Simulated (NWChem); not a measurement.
System: CH₄STe; SMILES CS[TeH]

Results from NWChem. Coordinates come from a PBE0/def2-SVP optimisation. No frequency run checked for a minimum. def2 effective core potentials on Te; no spin-orbit coupling. One conformer.

Diagonal of the polarisability tensor at PBE0/def2-SVPD, static: 70.63, 100.93, 64.44 bohr³.

### Question
Find the mean polarisability volume, the molar refraction, and the refractive index that an ideal gas of it would have at 273.15 K and 1 atm.

### Answer

1. Mean: one third of the trace = 78.67 bohr³ × 0.14818 Å³/bohr³ = 11.66 Å³.
2. Molar refraction (Lorentz-Lorenz): (4π/3) N_A α = 29.4 cm³/mol.
3. Number density p/kT = 2.687 × 10⁻⁵ Å⁻³; n − 1 = 2π N α = 19.68 × 10⁻⁴.
4. These hold the electronic response alone: vibrational and orientational terms add to the static dielectric constant.
